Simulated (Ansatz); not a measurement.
The cluster Cu4Te2⁺, relaxed as a doublet with UKS PBE-D4/def2-SVP in Ansatz, starting from the GFN1-xTB geometry. Force threshold 0.02 eV/Å.

In the def2 sets Te takes a core potential; there is no spin–orbit coupling. The relaxation made no stability test and no search for a lower SCF solution. No other spin state of charge 1 was run. The structure comes from a short search, and lower isomers may exist.

Start:

Cartesian coordinates in Å:
```
Cu 0.189 -1.250 1.852
Cu 1.183 0.497 0.405
Cu -0.570 -1.113 -0.497
Cu -0.671 1.334 -1.062
Te 1.139 -0.110 -2.023
Te -1.271 0.642 1.325
```

```tsv
step	energy (eV)	largest force component (eV/Å)	SCF passes
1	-193096.9497	0.578	45
2	-193096.9842	0.100	28
3	-193096.9934	0.061	28
4	-193097.0072	0.038	34
5 (rejected)	-193096.9839	0.229	33
6	-193097.0108	0.018	27
7	-193097.0167	0.039	30
8	-193097.0386	0.122	33
9	-193097.1121	0.218	32
10	-193097.2051	0.083	31
11	-193097.2109	0.005	25
```

Force components are those of the run's own axes.

End:

```xyz
6

Cu    0.586   -1.225    1.040
Cu    1.177    1.077    0.606
Cu   -1.177   -1.078   -0.606
Cu   -0.587    1.225   -1.039
Te    1.275   -0.594   -1.421
Te   -1.275    0.594    1.421
```

Bonds formed: Cu1–Te5 (atoms count from 1). Metal–metal contacts that move far: Cu2–Cu3 2.55 to 3.41 Å.

The force fell under the threshold at step 6, but the optimiser went on and released 0.200 eV more. No frequencies were taken in this run, so the end may be a saddle point.

Run time 69 s (4 threads of Arm Neoverse V1 on a shared host).
